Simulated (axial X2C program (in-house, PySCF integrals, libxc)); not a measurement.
# SbC along the bond: HF, with spin–orbit coupling

All values were computed with an axial X2C code built on PySCF integrals. Two-component (2c) means X2C with spin–orbit coupling and atomic mean-field two-electron Coulomb and Gaunt terms. Basis: Sb dyall-cv3z [11s12p8d4f1g], C dyall-v3z [7s6p2d1f] (cores contracted in-house); Gaussian nuclei, density fitting, unrestricted open shells. Masses: Sb 120.904 u, C 12.000 u.

State: Ω = 1/2 (⟨Sz⟩ = 0.50, ⟨Lz⟩ = 0.00 at HF). Dipoles are positive if C is the positive end.

```tsv
R (Å)	μ (D)	HOMO (eV)	LUMO (eV)
1.642	-0.864	-9.21	1.15
1.717	-0.825	-9.06	1.05
1.774	-0.837	-9.00	0.97
1.830	-0.888	-8.96	0.90
1.887	-0.975	-8.94	0.81
1.953	-1.119	-8.94	0.71
2.019	-1.303	-8.96	0.60
2.104	-1.586	-9.01	0.44
2.208	-1.979	-9.09	0.22
2.359	-2.557	-9.22	-0.10
```

Task: The minimum lies at 1.993 Å. What is the dipole moment there, and its slope?

Result: At HF, 2c, with the sign and origin stated: μ = -1.23 D, dμ/dR = -2.85 D/Å.

The state is a single determinant with fixed occupations, the lowest that a limited PBE0 search found. The determinant is spin-polarised beyond a pure state at some levels (its spin-free form has ⟨S²⟩ too high), which makes Re and μ there less reliable.
